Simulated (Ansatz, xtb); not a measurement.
Relaxing a trial structure of CH4F2NSi+

The starting geometry of this gas-phase singlet was built from a drawn formula by distance geometry and a force field; its bonds are those of `[CH2+][Si](N)(F)F`.

```yaml
atoms:
  - { symbol: C, position_ang: [-1.2926, 2.5370, -0.1519] }
  - { symbol: F, position_ang: [-0.4408, 0.4662, -1.7940] }
  - { symbol: F, position_ang: [-0.0328, 0.2110, 0.8066] }
  - { symbol: N, position_ang: [1.4564, 1.8915, -0.5760] }
  - { symbol: Si, position_ang: [-0.0932, 1.2303, -0.4530] }
  - { symbol: H, position_ang: [-1.8305, 2.9031, -1.0280] }
  - { symbol: H, position_ang: [-1.5098, 2.7874, 0.8920] }
  - { symbol: H, position_ang: [1.6603, 2.4234, 0.2425] }
  - { symbol: H, position_ang: [1.3834, 2.5753, -1.4091] }
```

Predict what becomes of its bonds when it is optimised with r2SCAN-D4/def2-SVP.

It rearranges to `F[Si]1(F)C[NH2+]1`. Contacts that close: C1–N4 (2.86 → 1.58 Å).

The energy falls by 2.28 eV over 12 steps:

```csv
step,E − E(last) (eV)
1,2.279
2,1.832
3,1.415
5,0.788
6,0.348
7,0.172
8,0.024
10,0.002
11,0.000
12,0.000
```

Final geometry (Å):

```xyz
9

C    -0.8251    2.5257   -0.2180
F    -0.3767    0.0922   -1.8406
F     0.0190   -0.1322    0.7729
N     0.7208    2.3350   -0.4689
Si   -0.3094    0.8143   -0.4424
H    -1.3027    3.0928   -1.0264
H    -1.0285    2.9382    0.7779
H     1.3269    2.6093    0.3144
H     1.0759    2.7499   -1.3396
```

From the same start GFN2-xTB reaches the same bonding as this run.

The end wasn't checked by frequencies. Run with Ansatz 0.2.0, 27 s on 1 thread of Intel(R) Xeon(R) Platinum 8488C (Sapphire Rapids) (shared host).
